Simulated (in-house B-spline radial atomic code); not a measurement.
The numbers below are computed, except where a source is named.
## Correlation energy from the adiabatic connection: ω²r²/2 − Z/r, ω = 0.0733, Z = 2

Two electrons in a singlet, external potential ω²r²/2 − Z/r, ω = 0.0733, Z = 2 (atomic units). Full CI in B-splines (partial waves to l = 8, correlation up to 0.6 % small) with the density held fixed gives W(λ) = <V_ee>_λ − U, and E_c is the integral of W(λ) − W(0) from 0 to 1.

```json
{"λ": "0", "W(λ) − W(0) (hartree)": "0.00000"}
{"λ": "0.02", "W(λ) − W(0) (hartree)": "-0.00192"}
{"λ": "0.05", "W(λ) − W(0) (hartree)": "-0.00477"}
{"λ": "0.12", "W(λ) − W(0) (hartree)": "-0.01126"}
{"λ": "0.25", "W(λ) − W(0) (hartree)": "-0.02281"}
{"λ": "0.4", "W(λ) − W(0) (hartree)": "-0.03537"}
{"λ": "0.6", "W(λ) − W(0) (hartree)": "-0.05092"}
{"λ": "0.8", "W(λ) − W(0) (hartree)": "-0.06528"}
{"λ": "1", "W(λ) − W(0) (hartree)": "-0.07855"}
```

Question: Integrate the table by the trapezoid rule.

Answer: The strips give -0.00002, -0.00010, -0.00056, -0.00221, -0.00436, -0.00863, -0.01162, -0.01438, which sum to -0.04189 hartree. The direct value, W(1) − W(0) + T_c with T_c = 0.03658, is -0.04197; the curve is convex, so chords lie above it and the trapezoids fall short in size by 0.18 %.

Question: Now use only three numbers: W(0) = -1.028, the initial slope W'(0) = -0.0964 (extrapolated from the first points) and the strong-coupling limit of the point-charge-plus-continuum model, W∞ = -1.4663. What do second-order theory and the interpolation W(λ) = W∞ + (W(0) − W∞)/√(1 + 2χλ) of Seidl, Perdew and Levy give?

Answer: Second order keeps the slope alone: E_c = W'(0)/2 = -0.04820, +15 % in size against -0.04197. Matching the slope fixes χ = W'(0)/(W∞ − W(0)) = -0.0964/(-0.43830) = 0.21994. Integrating, with s = √(1 + 2χ) = 1.199951, E_c = −(W(0) − W∞)(s − 1)/(s + 1) = −0.43830 × 0.199951/2.199951 = -0.03984 hartree, -5.1 % in size against the full result. At λ = 1 the formula gives W − W(0) = -0.07303 against -0.07855. Part of the miss can come from the model's W∞.
